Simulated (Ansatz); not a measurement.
`CO[Si@H](Cl)[Si@H](O)Cl`, relaxed with RKS PBE0-D4/def2-TZVP in the Gaussian-basis code of Ansatz from a GFN2-xTB geometry. The force threshold is 0.005 eV/Å; the program also tests the step.

Charge 0, multiplicity 1.

Start:

```xyz
13

C     1.151   -1.483   -1.432
O     0.605   -0.667   -0.431
Si   -0.844    0.070   -0.399
Cl   -1.139    1.001   -2.177
Si   -0.513    1.490    1.366
O    -0.092    0.657    2.697
Cl   -2.240    2.344    1.923
H     0.679   -2.467   -1.420
H     1.004   -1.032   -2.415
H     2.218   -1.590   -1.236
H    -1.917   -0.935   -0.359
H     0.458    2.575    1.177
H     0.631    0.036    2.706
```

```
step  energy (eV)  largest force (eV/Å)  largest move (Å)
   1  -46017.7277                 0.956             0.000
   2  -46017.8157                 0.476             0.152
   3  -46017.8586                 0.170             0.094
   4  -46017.8643                 0.124             0.023
   5  -46017.8747                 0.146             0.119
   6  -46017.8813                 0.189             0.136
   7  -46017.8865                 0.193             0.068
   8  -46017.8891                 0.208             0.043
   9  -46017.8924                 0.267             0.127
  10  -46017.8952                 0.333             0.073
  11  -46017.9022                 0.397             0.073
  13  -46017.9138                 0.581             0.195
  15  -46017.9386                 0.209             0.200
  17  -46017.9427                 0.046             0.040
  19  -46017.9528                 0.121             0.145
  21  -46017.9604                 0.163             0.044
  23  -46017.9668                 0.065             0.049
  25  -46017.9704                 0.122             0.034
  27  -46017.9743                 0.015             0.045
  29  -46017.9748                 0.033             0.018
  31  -46017.9751                 0.016             0.017
  33  -46017.9752                 0.015             0.017
  35  -46017.9752                 0.004             0.004
```

End:

```xyz
13

C     0.878   -1.802   -1.181
O     0.498   -0.778   -0.281
Si   -0.640    0.359   -0.590
Cl   -0.040    1.580   -2.143
Si   -0.686    1.530    1.436
O     0.808    1.442    2.099
Cl   -2.101    0.593    2.610
H     0.003   -2.346   -1.552
H     1.425   -1.385   -2.031
H     1.526   -2.499   -0.649
H    -1.904   -0.273   -1.046
H    -1.049    2.960    1.373
H     1.283    0.619    1.956
```

Hardware: 2 threads of an AMD EPYC 7R13 on a shared host and a share of an NVIDIA H100 80 GB. Wall time 85 s, peak host memory 0.93 GiB.
